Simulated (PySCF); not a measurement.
Geometry:
```tsv
atom	x (Å)	y (Å)	z (Å)
C1	-1.824	0.113	-0.610
O2	-1.020	0.783	0.303
Ga3	-0.055	-0.050	1.598
As4	1.921	-0.079	-0.278
H5	-1.930	-0.972	-0.401
H6	-1.429	0.205	-1.643
H7	-2.845	0.540	-0.623
H8	0.579	0.940	2.628
H9	-0.350	-1.584	1.774
H10	2.260	1.323	-0.728
H11	3.313	-0.662	-0.442
H12	1.380	-0.557	-1.606
```

Geometry: PBE0-D3(BJ)/def2-SVP; GIAO shifts from PySCF 2.14, gas phase, non-relativistic, averaged over equivalent atoms.

At CAM-B3LYP/pcSseg-1 (156 basis functions, 26 s wall time on 1 thread of an Arm Neoverse V1, shared host):
| atoms | δ (ppm) |
| --- | --- |
| C1 | 57.9 |
| O2 | 32.4 |
| Ga3 | 250.1 |
| As4 | 88.0 |
| H8/H9 | 4.79 |
| H5/H6/H7 | 3.75 |
| H10/H11/H12 | 3.28 |

References, each an isolated molecule treated in the same way: TMS for $^{13}$C (σref 182.45) and $^{1}$H (σref 31.33); $^{17}$O (σref 338.55) against H2O; GaH4- for $^{71}$Ga (σref 1706.11); $^{75}$As (σref 1883.26) vs AsH3.

Predict the values at PBE0/def2-TZVP on the same geometry.

Answers


```tsv
atoms	δ at PBE0/def2-TZVP	change
C1	57.2	-0.7
O2	35.0	+2.6
Ga3	230.8	-19.3
As4	87.0	-1.0
H8/H9	5.15	+0.36
H5/H6/H7	3.72	-0.03
H10/H11/H12	3.49	+0.21
```

Referencing at the same level of theory: $^{13}$C (σ = 186.65 ppm), $^{1}$H (σ = 31.48 ppm) vs TMS; H2O for $^{17}$O (σ = 332.57 ppm); GaH4- for $^{71}$Ga (σ = 1745.87 ppm); $^{75}$As (σ = 1935.21 ppm) against AsH3.

The largest change is at Ga3 (Ga bonded to As, O, 2 H). Cost: 206 basis functions, 33 s wall time on 1 thread of an Arm Neoverse V1, shared host.

Relativistic effects, spin–orbit coupling among them, are left out; they matter for As, Ga and for the light atoms bonded to it. Experimental scales use liquid or dissolved standards, which lie at an offset from isolated H2O (liquid H2O: subtract about 36 ppm).
